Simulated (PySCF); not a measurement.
# Bond curve of TeCl

Set-up: PySCF, spin-free X2C with a Gaussian nucleus, basis sets Te x2c-SVPall, Cl x2c-SVPall. Energies in eV from Te + Cl in their ground configurations at the same level. All curves are PBE0. state 1: ²Π (doublet), unpaired electrons π ↑; state 2: ⁴Σ⁻ (quartet), unpaired electrons σ ↑, π ↑↑, a second solution, started from another occupation.

| R (Å) | state 1 | state 2 |
| --- | --- | --- |
| 2.026 | -1.349 | 1.676 |
| 2.120 | -2.083 | 0.488 |
| 2.215 | -2.474 | -0.331 |
| 2.285 | -2.608 | -0.760 |
| 2.356 | -2.643 | -1.068 |
| 2.427 | -2.604 | -1.278 |
| 2.521 | -2.471 | -1.442 |
| 2.639 | -2.222 | -1.511 |
| 2.780 | -1.859 | -1.464 |
| 2.969 | -1.350 | -1.281 |

Question: Put a parabola through the three lowest points of the state 1 curve and estimate Re, k and ωe (reduced mass 27.55 u; 1 eV/Å² = 0.16022 mdyn/Å; ωe = 1302.8·√(k/μ) cm⁻¹).

Answer: Through R = 2.285, 2.356, 2.427 Å the second-order coefficient is 7.34 eV/Å², so Re ≈ 2.354 Å, k ≈ 2.35 mdyn/Å and ωe ≈ 381 cm⁻¹. A polynomial fit of higher order to the unrounded PBE0 energies gives Re = 2.350 Å, k = 2.40 mdyn/Å, ωe = 384 cm⁻¹; anharmonicity and rounding make the difference.

The higher-order fit for each curve: state 1: Re = 2.350 Å, ωe = 384 cm⁻¹, De = 2.64 eV; state 2: Re = 2.652 Å, ωe = 260 cm⁻¹, minimum 1.51 eV below the ground-state fragments.

These are scalar-relativistic numbers at best; spin–orbit coupling would shift them, the dissociation energy most. The state is the lowest determinant that a PBE0 search found; another state may lie lower at other levels.
